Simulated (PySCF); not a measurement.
## Potassium: a sound run and one with changed settings

Sound run: K [Ar] 4s1, K+ [Ar]. All numbers are calculated (PySCF 2.14, the spin-free X2C one-electron Hamiltonian (Gaussian nucleus), in Sapporo-DKH3-DZP-2012). The sound run starts from symmetry-adapted Hartree-Fock orbitals and uses a fine grid where one is needed.

Changed run: radial step 0.3 in ln r (0.13 in the sound run). This setting is unsound on purpose.

| species | method | sound run (hartree) | changed run (hartree) | converged |
| --- | --- | --- | --- | --- |
| K | UHF | -601.44501 | -601.44501 | yes |
| K | M06-L | -602.17739 | -602.19725 | yes |
| K | B3LYP | -602.23482 | -602.23529 | yes |
| K+ | UHF | -601.29717 | -601.29717 | yes |
| K+ | M06-L | -602.04128 | -602.06069 | yes |
| K+ | B3LYP | -602.06886 | -602.06925 | yes |

Ionisation energy of K:

```csv
method,sound run (eV),changed run (eV)
UHF,4.023,4.023
M06-L,3.704,3.716
B3LYP,4.516,4.518
```

A coarse radial grid mis-integrates the density and the exchange-correlation energy, with errors of either sign; Hartree-Fock needs no grid.

For comparison, NIST gives 4.341 eV between the lowest levels.
